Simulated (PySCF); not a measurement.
C2H9FOSi2, SMILES O[Si@H](F)[C@@H]([SiH3])C. Heavy atoms are numbered as in [CH3:1][C@H:2]([SiH3:3])[Si@H:4]([OH:5])[F:6]. Hydrogens are named by the atom that carries them.

The structure is a stationary point at B3LYP-D3(BJ)/def2-SVP. The structure was generated by enumeration; whether it is a known compound was not checked. One conformer was computed; it need not be the lowest.

Method: CAM-B3LYP/def2-TZVP run with PySCF.

Atomic charges (e), one atom of each kind:

```tsv
atom	Mulliken	IAO
C1 (CH3)	-0.41	-0.40
C2 (CH)	-0.25	-0.71
Si3 (SiH3)	0.22	[?]
Si4 (SiH)	0.67	[?]
O5 (OH)	-0.53	-0.80
F6	-0.33	-0.55
H on C1	0.13	[?]
H on C2	0.12	0.16
H on Si3	-0.05	[?]
H on Si4	-0.08	[?]
H on O5	0.32	0.37
```

Q: Some entries are withheld; supply them. (An estimate is asked for; the answer gives what the named calculation found.)

A: 
- Si3 (SiH3), IAO: 0.65
- Si4 (SiH), IAO: 1.43
- H on C1, IAO: 0.14
- H on Si3, IAO: -0.14
- H on Si4, IAO: -0.19

Q: Give the Mayer and Wiberg (Löwdin basis) orders of the bonds. (An estimate is asked for; the answer gives what the named calculation found.)

A: 
```json
[
 {"bond": "C1–C2", "Mayer": "0.93", "Wiberg": "1.25"},
 {"bond": "C2–Si3", "Mayer": "0.96", "Wiberg": "1.11"},
 {"bond": "C2–Si4", "Mayer": "0.99", "Wiberg": "1.08"},
 {"bond": "Si4–O5", "Mayer": "1.20", "Wiberg": "1.68"},
 {"bond": "Si4–F6", "Mayer": "1.06", "Wiberg": "1.65"}
]
```
